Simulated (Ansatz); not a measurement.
These are r2SCAN-D4/def2-TZVP in Ansatz (a first-principles code) values and carry that method's errors. No frequencies were computed at this level.

Ansatz 0.2 input:
```yaml
crystal:
  periodic: [false, false, false]
  atoms:
    - { symbol: Si, position_ang: [-1.770819, -0.011756, 0.262324] }
    - { symbol: Si, position_ang: [-0.014526, 1.100687, -0.902059] }
    - { symbol: O, position_ang: [1.253172, 0.170384, -1.041392] }
    - { symbol: Si, position_ang: [1.817644, -0.668429, 0.179152] }
    - { symbol: H, position_ang: [-2.98906, 0.842157, 0.225444] }
    - { symbol: H, position_ang: [-2.069876, -1.313407, -0.392474] }
    - { symbol: H, position_ang: [-1.37357, -0.23908, 1.679002] }
    - { symbol: H, position_ang: [0.336189, 2.331064, -0.138091] }
    - { symbol: H, position_ang: [3.190667, -0.130159, 0.363936] }
    - { symbol: H, position_ang: [1.62018, -2.081461, -0.235841] }
basis:
  gaussian: { orbitals: def2-tzvp }
hamiltonian:
  xc: r2scan
  dispersion: d4
relax:
  max_steps: 150
```

Output:

```
Functional definition: r2SCAN
1171 factors; their error is unknown
mean field evaluation 1: about -25767.3041 eV, gradient 6.3e1 eV
mean field evaluation 2: about -25713.5465 eV, gradient 1.6e2 eV
mean field evaluation 4: about -25766.2417 eV, gradient 3.7e1 eV
mean field evaluation 8: about -25773.3458 eV, gradient 1.1e1 eV
mean field evaluation 16: about -25774.0480 eV, gradient 5.8e-4 eV
mean field -25774.04803448 eV, -947.1787949901 hartree, gradient 2.6e-5 eV, S^2 0.000000; 1 other end points of the search recorded, 0 dependent functions left out
reference -25774.04805001 eV, -947.1787955607 hartree; 28, 28 occupied and 150, 150 virtual orbitals, 1171 factors
relax step   1: F+E_penalty+E_count = -25774.11393572 eV  Δ(F+E_penalty+E_count) = +0.000e0 eV  max|allowed force component| = 3.933e0 eV/Å  Δτ_max = 0.0000 Å  (89 SCF iters, accepted)
these checks for a lower state are left out or cut short: starts, cluster_reference, orbital_swaps, neighbouring_geometries, increment
1171 factors; their error is unknown
mean field evaluation 32: about -25772.8768 eV, gradient 8.2e0 eV
mean field -25774.58458492 eV, -947.1985128548 hartree, gradient 1.9e-5 eV, S^2 0.000000; 1 other end points of the search recorded, 0 dependent functions left out
reference -25774.58460050 eV, -947.1985134276 hartree; 28, 28 occupied and 150, 150 virtual orbitals, 1171 factors
relax step   2: F+E_penalty+E_count = -25774.64928543 eV  Δ(F+E_penalty+E_count) = -5.353e-1 eV  max|allowed force component| = 2.950e0 eV/Å  Δτ_max = 0.1993 Å  (71 SCF iters, accepted)
these checks for a lower state are left out or cut short: starts, cluster_reference, orbital_swaps, neighbouring_geometries, increment
1171 factors; their error is unknown
mean field -25775.17855575 eV, -947.2203408803 hartree, gradient 1.2e-5 eV, S^2 0.000000; 1 other end points of the search recorded, 0 dependent functions left out
reference -25775.17857127 eV, -947.2203414505 hartree; 28, 28 occupied and 150, 150 virtual orbitals, 1171 factors
relax step   3: F+E_penalty+E_count = -25775.23929590 eV  Δ(F+E_penalty+E_count) = -5.900e-1 eV  max|allowed force component| = 1.186e0 eV/Å  Δτ_max = 0.1946 Å  (75 SCF iters, accepted)
these checks for a lower state are left out or cut short: starts, cluster_reference, orbital_swaps, neighbouring_geometries, increment
1171 factors; their error is unknown
mean field -25775.56976218 eV, -947.2347174515 hartree, gradient 9.6e-6 eV, S^2 0.000000; 1 other end points of the search recorded, 0 dependent functions left out
reference -25775.56977758 eV, -947.2347180173 hartree; 28, 28 occupied and 150, 150 virtual orbitals, 1171 factors
relax step   4: F+E_penalty+E_count = -25775.62835881 eV  Δ(F+E_penalty+E_count) = -3.891e-1 eV  max|allowed force component| = 1.871e0 eV/Å  Δτ_max = 0.1949 Å  (45 SCF iters, accepted)
these checks for a lower state are left out or cut short: starts, cluster_reference, orbital_swaps, neighbouring_geometries, increment
1171 factors; their error is unknown
mean field evaluation 64: about -25775.4614 eV, gradient 9.7e0 eV
mean field -25775.87904017 eV, -947.2460832081 hartree, gradient 2.4e-5 eV, S^2 0.000000; 0 other end points of the search recorded, 0 dependent functions left out
reference -25775.87905547 eV, -947.2460837702 hartree; 28, 28 occupied and 150, 150 virtual orbitals, 1171 factors
relax step   5: F+E_penalty+E_count = -25775.93741139 eV  Δ(F+E_penalty+E_count) = -3.091e-1 eV  max|allowed force component| = 1.401e0 eV/Å  Δτ_max = 0.1947 Å  (37 SCF iters, accepted)
these checks for a lower state are left out or cut short: starts, cluster_reference, orbital_swaps, neighbouring_geometries, increment
1171 factors; their error is unknown
mean field -25776.16655661 eV, -947.2566492424 hartree, gradient 1.9e-5 eV, S^2 0.000000; 0 other end points of the search recorded, 0 dependent functions left out
reference -25776.16657185 eV, -947.2566498024 hartree; 28, 28 occupied and 150, 150 virtual orbitals, 1171 factors
relax step   6: F+E_penalty+E_count = -25776.22465446 eV  Δ(F+E_penalty+E_count) = -2.872e-1 eV  max|allowed force component| = 1.005e0 eV/Å  Δτ_max = 0.1950 Å  (36 SCF iters, accepted)
these checks for a lower state are left out or cut short: starts, cluster_reference, orbital_swaps, neighbouring_geometries, increment
1171 factors; their error is unknown
mean field -25776.32937718 eV, -947.2626327879 hartree, gradient 2.5e-5 eV, S^2 0.000000; 0 other end points of the search recorded, 0 dependent functions left out
reference -25776.32939246 eV, -947.2626333494 hartree; 28, 28 occupied and 150, 150 virtual orbitals, 1171 factors
relax step   7: F+E_penalty+E_count = -25776.38733015 eV  Δ(F+E_penalty+E_count) = -1.627e-1 eV  max|allowed force component| = 4.436e-1 eV/Å  Δτ_max = 0.2000 Å  (30 SCF iters, accepted)
these checks for a lower state are left out or cut short: starts, cluster_reference, orbital_swaps, neighbouring_geometries, increment
1171 factors; their error is unknown
mean field -25776.41813598 eV, -947.2658946136 hartree, gradient 2.2e-5 eV, S^2 0.000000; 0 other end points of the search recorded, 0 dependent functions left out
reference -25776.41815138 eV, -947.2658951795 hartree; 28, 28 occupied and 150, 150 virtual orbitals, 1171 factors
relax step   8: F+E_penalty+E_count = -25776.47586293 eV  Δ(F+E_penalty+E_count) = -8.853e-2 eV  max|allowed force component| = 2.567e-1 eV/Å  Δτ_max = 0.2000 Å  (29 SCF iters, accepted)
these checks for a lower state are left out or cut short: starts, cluster_reference, orbital_swaps, neighbouring_geometries, increment
1171 factors; their error is unknown
mean field evaluation 96: about -25776.4580 eV, gradient 1.5e-1 eV
mean field -25776.45807432 eV, -947.2673623203 hartree, gradient 1.2e-5 eV, S^2 0.000000; 0 other end points of the search recorded, 0 dependent functions left out
reference -25776.45808983 eV, -947.2673628903 hartree; 28, 28 occupied and 150, 150 virtual orbitals, 1171 factors
relax step   9: F+E_penalty+E_count = -25776.51548620 eV  Δ(F+E_penalty+E_count) = -3.962e-2 eV  max|allowed force component| = 1.493e-1 eV/Å  Δτ_max = 0.2000 Å  (29 SCF iters, accepted)
these checks for a lower state are left out or cut short: starts, cluster_reference, orbital_swaps, neighbouring_geometries, increment
1171 factors; their error is unknown
mean field -25776.46971496 eV, -947.2677901061 hartree, gradient 2.1e-5 eV, S^2 0.000000; 0 other end points of the search recorded, 0 dependent functions left out
reference -25776.46973047 eV, -947.2677906760 hartree; 28, 28 occupied and 150, 150 virtual orbitals, 1171 factors
relax step  10: F+E_penalty+E_count = -25776.52679009 eV  Δ(F+E_penalty+E_count) = -1.130e-2 eV  max|allowed force component| = 2.997e-1 eV/Å  Δτ_max = 0.1951 Å  (30 SCF iters, accepted)
these checks for a lower state are left out or cut short: starts, cluster_reference, orbital_swaps, neighbouring_geometries, increment
1171 factors; their error is unknown
mean field -25776.48530845 eV, -947.2683631563 hartree, gradient 1.3e-5 eV, S^2 0.000000; 0 other end points of the search recorded, 0 dependent functions left out
reference -25776.48532400 eV, -947.2683637276 hartree; 28, 28 occupied and 150, 150 virtual orbitals, 1171 factors
relax step  11: F+E_penalty+E_count = -25776.54239640 eV  Δ(F+E_penalty+E_count) = -1.561e-2 eV  max|allowed force component| = 5.348e-2 eV/Å  Δτ_max = 0.1667 Å  (29 SCF iters, accepted)
these checks for a lower state are left out or cut short: starts, cluster_reference, orbital_swaps, neighbouring_geometries, increment
1171 factors; their error is unknown
mean field -25776.47100826 eV, -947.2678376340 hartree, gradient 2.6e-5 eV, S^2 0.000000; 0 other end points of the search recorded, 0 dependent functions left out
reference -25776.47102381 eV, -947.2678382054 hartree; 28, 28 occupied and 150, 150 virtual orbitals, 1171 factors
relax step  12: F+E_penalty+E_count = -25776.52822792 eV  Δ(F+E_penalty+E_count) = +1.417e-2 eV  max|allowed force component| = 2.435e-1 eV/Å  Δτ_max = 0.1012 Å  (29 SCF iters, rejected (line search))
these checks for a lower state are left out or cut short: starts, cluster_reference, orbital_swaps, neighbouring_geometries, increment
1171 factors; their error is unknown
mean field evaluation 128: about -25776.4882 eV, gradient 2.3e-5 eV
mean field -25776.48822013 eV, -947.2684701586 hartree, gradient 2.3e-5 eV, S^2 0.000000; 0 other end points of the search recorded, 0 dependent functions left out
reference -25776.48823571 eV, -947.2684707309 hartree; 28, 28 occupied and 150, 150 virtual orbitals, 1171 factors
relax step  13: F+E_penalty+E_count = -25776.54528825 eV  Δ(F+E_penalty+E_count) = -2.892e-3 eV  max|allowed force component| = 2.844e-2 eV/Å  Δτ_max = 0.0506 Å  (30 SCF iters, accepted)
these checks for a lower state are left out or cut short: starts, cluster_reference, orbital_swaps, neighbouring_geometries, increment
1171 factors; their error is unknown
mean field -25776.48965645 eV, -947.2685229425 hartree, gradient 6.6e-6 eV, S^2 0.000000; 0 other end points of the search recorded, 0 dependent functions left out
reference -25776.48967204 eV, -947.2685235152 hartree; 28, 28 occupied and 150, 150 virtual orbitals, 1171 factors
relax step  14: F+E_penalty+E_count = -25776.54667732 eV  Δ(F+E_penalty+E_count) = -1.389e-3 eV  max|allowed force component| = 7.270e-2 eV/Å  Δτ_max = 0.0976 Å  (30 SCF iters, accepted)
these checks for a lower state are left out or cut short: starts, cluster_reference, orbital_swaps, neighbouring_geometries, increment
1171 factors; their error is unknown
mean field -25776.49000976 eV, -947.2685359261 hartree, gradient 1.2e-5 eV, S^2 0.000000; 0 other end points of the search recorded, 0 dependent functions left out
reference -25776.49002534 eV, -947.2685364988 hartree; 28, 28 occupied and 150, 150 virtual orbitals, 1171 factors
relax step  15: F+E_penalty+E_count = -25776.54700923 eV  Δ(F+E_penalty+E_count) = -3.319e-4 eV  max|allowed force component| = 3.805e-2 eV/Å  Δτ_max = 0.0061 Å  (26 SCF iters, accepted)
these checks for a lower state are left out or cut short: starts, cluster_reference, orbital_swaps, neighbouring_geometries, increment
1171 factors; their error is unknown
mean field -25776.49021579 eV, -947.2685434977 hartree, gradient 2.1e-5 eV, S^2 0.000000; 0 other end points of the search recorded, 0 dependent functions left out
reference -25776.49023137 eV, -947.2685440704 hartree; 28, 28 occupied and 150, 150 virtual orbitals, 1171 factors
relax step  16: F+E_penalty+E_count = -25776.54718958 eV  Δ(F+E_penalty+E_count) = -1.803e-4 eV  max|allowed force component| = 9.901e-3 eV/Å  Δτ_max = 0.0123 Å  (31 SCF iters, accepted)
these checks for a lower state are left out or cut short: starts, cluster_reference, orbital_swaps, neighbouring_geometries, increment
1171 factors; their error is unknown
mean field -25776.49027506 eV, -947.2685456756 hartree, gradient 2.1e-5 eV, S^2 0.000000; 0 other end points of the search recorded, 0 dependent functions left out
reference -25776.49029063 eV, -947.2685462481 hartree; 28, 28 occupied and 150, 150 virtual orbitals, 1171 factors
relax step  17: F+E_penalty+E_count = -25776.54723689 eV  Δ(F+E_penalty+E_count) = -4.731e-5 eV  max|allowed force component| = 6.631e-3 eV/Å  Δτ_max = 0.0147 Å  (31 SCF iters, accepted)
1171 factors; their error is unknown
mean field evaluation 160: about -25776.0096 eV, gradient 1.3e1 eV
mean field -25776.49027506 eV, -947.2685456756 hartree, gradient 3.7e-5 eV, S^2 0.000000; 1 other end points of the search recorded, 0 dependent functions left out
reference -25776.49029063 eV, -947.2685462481 hartree; 28, 28 occupied and 150, 150 virtual orbitals, 1171 factors
Total energy: -25776.54725247 eV, -947.2706395569 hartree
Atom 0 at    -1.925551    -0.001442     0.361116 Å, force     0.003283     0.003595     0.000890 eV/Å
Atom 1 at     0.271064     0.746575     0.102840 Å, force    -0.002288    -0.006631     0.004926 eV/Å
Atom 2 at     1.030799     0.246730    -1.347254 Å, force    -0.000790     0.000897    -0.006007 eV/Å
Atom 3 at     2.013026    -0.561068    -0.226792 Å, force     0.000587     0.001483     0.002912 eV/Å
Atom 4 at    -2.848347     0.686055    -0.581440 Å, force    -0.000613    -0.001786     0.001053 eV/Å
Atom 5 at    -1.980387    -1.465311     0.118250 Å, force     0.000349     0.001016    -0.000100 eV/Å
Atom 6 at    -2.364676     0.283983     1.752959 Å, force     0.000525    -0.000146    -0.003325 eV/Å
Atom 7 at     0.434396     2.203145     0.364572 Å, force     0.000444     0.000700    -0.000231 eV/Å
Atom 8 at     3.422201    -0.098810    -0.222798 Å, force    -0.000478    -0.000360    -0.000156 eV/Å
Atom 9 at     1.947477    -2.039856    -0.321450 Å, force    -0.001018     0.001233     0.000038 eV/Å
Dipole moment:    -0.015748    -0.044523     0.228933 e Å
```

Cost: about 2.9 core-minutes (a rough figure).
